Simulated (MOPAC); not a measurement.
Input for MOPAC: PM6 on BeH2Se (SMILES [BeH][SeH]), a point of a bond scan (R = 1.327 Å).

```
PM6 1SCF PRECISE CHARGE=0 THREADS=1
BeH2Se

Be    -0.68973544 1    -0.76066788 1    -1.41803736 1
H     -1.20927000 1    -1.34114003 1    -2.49064135 1
Se     0.09181580 1     0.16025393 1     0.22400564 1
H      0.77100853 1    -0.94231434 1     0.51433975 1
```

Output:

```
*******************************************************************************
 **                                                                           **
 **                              MOPAC v23.2.5                                **
 **                                                                           **
 *******************************************************************************
 ** MOPAC's Digital Object Identifier: https://doi.org/10.5281/zenodo.6511958 **
 **                                                                           **
 ** Please cite the open-source release paper for use of this MOPAC version:  **
 ** J. E. Moussa and J. J. P. Stewart (2026)                                  **
 ** MOPAC: An open-source semiempirical molecular orbital program             **
 ** J. Open Source Softw., 11(119), 8025, https://doi.org/10.21105/joss.08025 **
 *******************************************************************************

                              PM6 CALCULATION RESULTS

 *******************************************************************************
 *  PM6        - The PM6 Hamiltonian to be used
 *
 *
 *
 *                 CHARGE ON SYSTEM = 0
 *
 *
 *
 *  PRECISE    - TIGHTER CRITERIA TO BE USED
 *  1SCF       - DO 1 SCF AND THEN STOP
 *  THREADS=1  - MULTI-THREADING NOT USED
 *  T=         - A TIME OF 172800.0 SECONDS REQUESTED
 *  DUMP=N     - RESTART FILE WRITTEN EVERY 7200.0 SECONDS REQUESTED
 *******************************************************************************
PM6 1SCF PRECISE CHARGE=0 THREADS=1
 BeH2Se

   ATOM   CHEMICAL          X               Y               Z
  NUMBER   SYMBOL      (ANGSTROMS)     (ANGSTROMS)     (ANGSTROMS)

     1      Be         -0.68973544  *  -0.76066788  *  -1.41803736  *
     2       H         -1.20927000  *  -1.34114003  *  -2.49064135  *
     3      Se          0.09181580  *   0.16025393  *   0.22400564  *
     4       H          0.77100853  *  -0.94231434  *   0.51433975  *



          CARTESIAN COORDINATES

    NO.       ATOM           X           Y           Z

     1        Be         -0.6897     -0.7607     -1.4180
     2         H         -1.2093     -1.3411     -2.4906
     3        Se          0.0918      0.1603      0.2240
     4         H          0.7710     -0.9423      0.5143

 General Reference for PM6:
 "Optimization of Parameters for Semiempirical Methods V: Modification of NDDO Approximations
 and Application to 70 Elements", J. J. P. Stewart, J. Mol. Mod., 13, 1173-1213 (2007)
 URL: https://link.springer.com/article/10.1007/s00894-007-0233-4

           Empirical Formula: H2 Be Se  =     4 atoms



      MOLECULAR POINT GROUP   :   Cs


      RHF CALCULATION, NO. OF DOUBLY OCCUPIED LEVELS = 5


 -------------------------------------------------------------------------------
 PM6 1SCF PRECISE CHARGE=0 THREADS=1
 BeH2Se



     1SCF WAS SPECIFIED, SO BFGS WAS NOT USED
     SCF FIELD WAS ACHIEVED


                              PM6 CALCULATION
                                                       MOPAC v23.2.5 Linux




          FINAL HEAT OF FORMATION =        154.77963 KCAL/MOL =     647.59797 KJ/MOL


          COSMO AREA              =         91.28 SQUARE ANGSTROMS
          COSMO VOLUME            =         76.28 CUBIC ANGSTROMS

          IONIZATION POTENTIAL    =          8.879338 EV
          HOMO LUMO ENERGIES (EV) =         -8.879  0.893
          NO. OF FILLED LEVELS    =          5
          MOLECULAR WEIGHT        =         89.9880         POINT GROUP:  Cs

          MOLECULAR DIMENSIONS (Angstroms)

            Atom       Atom       Distance
            H     4    H     2     3.62084
           Se     3    H     4     1.23297
           Be     1    H     2     0.00000


          SCF CALCULATIONS        =          1





   ATOM   CHEMICAL          X               Y               Z
  NUMBER   SYMBOL      (ANGSTROMS)     (ANGSTROMS)     (ANGSTROMS)

     1      Be         -0.68973544  *  -0.76066788  *  -1.41803736  *
     2       H         -1.20927000  *  -1.34114003  *  -2.49064135  *
     3      Se          0.09181580  *   0.16025393  *   0.22400564  *
     4       H          0.77100853  *  -0.94231434  *   0.51433975  *

                             CARTESIAN COORDINATES

   1   Be       -0.689735440    -0.760667880    -1.418037360
   2    H       -1.209270000    -1.341140030    -2.490641350
   3   Se        0.091815800     0.160253930     0.224005640
   4    H        0.771008530    -0.942314340     0.514339750


           Empirical Formula: H2 Be Se  =     4 atoms



      MOLECULAR POINT GROUP   :   Cs


                  EIGENVALUES
 -23.71789 -14.42165 -12.51702 -11.53279  -8.87934   0.89292   2.33505   4.17497
   4.37523   5.74655


              NET ATOMIC CHARGES AND DIPOLE CONTRIBUTIONS

  ATOM NO.   TYPE          CHARGE      No. of ELECS.   s-Pop       p-Pop
    1         Be           0.339897        1.6601     0.85586     0.80425
    2          H          -0.111452        1.1115     1.11145
    3         Se          -0.260471        6.2605     1.98983     4.27064
    4          H           0.032026        0.9680     0.96797
 DIPOLE           X         Y         Z       TOTAL
 POINT-CHG.    -0.475    -0.869    -1.183     1.543
 HYBRID         0.392    -0.228     0.412     0.613
 SUM           -0.083    -1.097    -0.771     1.344


          ATOMIC ORBITAL ELECTRON POPULATIONS

     Atom    s        px        py        pz
    1 Be   0.85586   0.14853   0.16052   0.49520
    2  H   1.11145
    3 Se   1.98983   1.64589   1.10614   1.51861
    4  H   0.96797

 **********************
 *                    *
 * JOB ENDED NORMALLY *
 *                    *
 **********************




 == MOPAC DONE ==
```

The run finished.

Cost: very roughly 0.020 core-seconds.
